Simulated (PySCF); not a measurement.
Sn(H)(Me) (CH4Sn), SMILES [CH3][SnH] (connectivity only; charge and spin as stated), neutral, multiplicity 1. Atoms are numbered in the order given.

```xyz
6

Sn     0.0365     0.3463     0.0000
H     -1.7416     0.4230     0.0000
C      0.0019    -1.8441     0.0000
H     -0.5479    -2.1968     0.8782
H     -0.5479    -2.1968    -0.8782
H      1.0003    -2.2811     0.0000
```
Charge 0, spin multiplicity 1.

Geometry: r2SCAN-D4/def2-TZVP. The def2 effective core potentials stand for the cores of Sn; spin–orbit coupling is left out.

Calculation: PBE/def2-TZVPD (PySCF).

Mulliken values depend strongly on the basis, most of all with diffuse functions as here. ESP charges are fitted to the potential on shells at 1.4 to 2.0 van der Waals radii. Atomic charges (e):

```
atom  Mulliken  ESP fit
----  --------  -------
Sn1       0.36     0.10
H2       -0.10    -0.13
C3       -0.95     0.06
H4        0.22     0.00
H5        0.22     0.00
H6        0.24    -0.04
```
